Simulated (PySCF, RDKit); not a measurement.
Constitutional and geometric isomers with formula C2H6Si. Isolated molecules, 0 K electronic values unless said otherwise. Strings in code marks are SMILES.

Quantity: electronic energy of isomers of C2H6Si relative to `C=C[SiH3]`, in kcal/mol. Force-field values (RDKit) are differences of steric energies, which aren't made for comparing isomers with other bonds.

Level 1: B3LYP-D3(BJ)/def2-TZVP (PySCF)
Level 2: PBE-D3(BJ)/def2-TZVP // B3LYP-D3(BJ)/def2-TZVP (PySCF)
Level 3: BP86/6-31G* // B3LYP-D3(BJ)/def2-TZVP (PySCF)
Level 4: UFF, relaxed from the DFT geometry (RDKit)

| species | level 1 | level 2 | level 3 | level 4 |
|---|---|---|---|---|
| `C=[SiH]C` | 7.95 | 4.58 | 6.56 | -0.67 |
| `C1C[SiH2]1` | 9.94 | 4.33 | 6.05 | 187.4 |
| `CC=[SiH2]` | 18.4 | 14.7 | 14.1 | 0.41 |
